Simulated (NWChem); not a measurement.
System: BAsH4O; SMILES OB[AsH2]

```xyz
7

B     -0.5838     1.1926    -0.0062
As     0.0257    -0.7798    -0.0509
H     -0.7551    -1.1461     1.2132
H      1.3386    -0.5599     0.7172
H     -1.7519     1.4448    -0.0502
O      0.2557     2.2526    -0.0251
H      1.1929     2.0110     0.0304
```
Atoms are numbered in this order, from 1.

Computed with NWChem. Pople sets run with spherical d functions. Geometry: optimised at B3LYP/6-31G* (spherical d). Level M06-2X/6-31G*: energy and gradient on several grids; changes count from the extra-fine grid, which is no exact limit either.

| grid | size of the energy change (μHa) | largest change of a gradient component (μHa/bohr) | time, medium = 1 (rough) |
|---|---|---|---|
| xcoarse | 20000 | 5000 | about 1 |
| coarse | 30 | 900 | about 1 |
| medium | 20 | 300 | about 1 |
| fine | < 10 | 70 | about 1 |
| xfine | < 10 | < 30 | 2 |
